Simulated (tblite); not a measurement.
Compound: C₆H₆NO (doublet state).
Atom-mapped SMILES: `[cH:1]1[n:2][cH:3][c:4]([C:5]2[CH2:6][CH2:7]2)[o:8]1` (hydrogens: H9 on C1; H10 on C3; H11, H12 on C6; H13, H14 on C7)

Structure used (GFN2-xTB), in Å, numbered top down from 1:
```xyz
14
C6H6NO angstrom
C      2.6667    0.6176    0.6094
N      2.7423   -0.6780    0.6504
C      1.4810   -1.1207    0.5108
C      0.6150   -0.0089    0.3784
C     -0.7232    0.0763    0.2129
C     -1.9220    0.8922    0.0518
C     -1.9960   -0.6225    0.0791
O      1.4253    1.1058    0.4479
H      3.4851    1.3037    0.6887
H      1.2304   -2.1599    0.5078
H     -2.2936    1.4473    0.9038
H     -2.0848    1.4023   -0.8890
H     -2.2073   -1.1481   -0.8436
H     -2.4196   -1.1075    0.9495
```

All values are computed: GFN2-xTB (tblite) harmonic vibrations without scaling, gas phase. Against measured fundamentals such values can be off by several per cent, at times by over 20. One conformer, not necessarily the lowest. Open shells enter through the occupations alone, without spin polarisation, and single modes of such species can be off by tens of per cent.

Harmonic wavenumbers (cm⁻¹): 113.5, 134.2, 151.5, 248.0, 473.9, 481.4, 595.4, 625.1, 723.9, 753.6, 763.0, 869.1, 886.5, 901.3, 992.5, 1016.4, 1043.4, 1067.7, 1076.0, 1087.0, 1100.7, 1112.5, 1150.0, 1193.5, 1302.9, 1306.3, 1421.8, 1445.9, 1476.4, 1724.1, 3033.4, 3043.4, 3050.0, 3050.6, 3185.3, 3200.4.

A = 6681, B = 1389, C = 1167 MHz; mass 108.045 u (most abundant isotopes); point group Cs, symmetry number 1; spin multiplicity 2.

Problem. Zero-point energy?

Solution. Half the sum of the wavenumbers: 22900 cm⁻¹ = 65.47 kcal/mol.

Problem. Give the ideal-gas entropy at 298.15 K and 1 bar in the rigid-rotor, harmonic-oscillator model (classical rotation).

Solution. Translation 39.97, rotation 27.79, vibration 14.79, spin (R ln 2) 1.38: S = 83.9 cal/(mol K).

Problem. And Cp and H(298.15 K) − H(0)?

Solution. Cp = 27.45 cal/(mol K), of which vibrations give 19.51 (their classical limit is 36 R = 71.5); H(298.15 K) − H(0) = 4.93 kcal/mol without the zero-point energy, 2.56 from vibrations.

Problem. How do the functions run with temperature in this model?

Solution. 
```csv
T (K),S (cal/(mol K)),Cp (cal/(mol K)),H − H(0) (kcal/mol),G − H(0) (kcal/mol),ln q(vib)
100,63.7,13.4,1.02,-5.36,0.53
200,74.7,19.4,2.64,-12.31,1.77
300,84.1,27.6,4.98,-20.25,3.15
500,102.0,42.8,12.11,-38.88,6.27
800,125.3,56.2,27.17,-73.09,11.24
1000,138.5,61.6,38.98,-99.50,14.44
```

q(vib) and H(0) count from the zero-point level.

Problem. Which modes carry the vibrational entropy at 298.15 K?

Solution. 113.5 cm⁻¹: 3.21; 134.2 cm⁻¹: 2.88; 151.5 cm⁻¹: 2.65; 248.0 cm⁻¹: 1.74; 473.9 cm⁻¹: 0.73; 481.4 cm⁻¹: 0.71 cal/(mol K); the other 30 give 2.86 together.

Problem. Blend soft modes into free rotors: weight 1/[1 + (100 cm⁻¹/ν̃)⁴] for the oscillator and the rest for a rotor with moment μB/(μ + B), μ = h/(8π²ν), B = 10⁻⁴⁴ kg m². What vibrational entropy results?

Solution. 14.51 cal/(mol K) in place of 14.79, which changes −T·S at 298.15 K by +0.08 kcal/mol.

Problem. What must be added to the electronic energy to get the Gibbs energy at 298.15 K and 1 bar?

Solution. ZPE + [H(298.15 K) − H(0)] − T·S = 65.47 + 4.93 − 25.02 = 45.38 kcal/mol.

Hindered rotation and anharmonicity are outside this model. Other conformers, if any are populated, would add a mixing term that is left out.
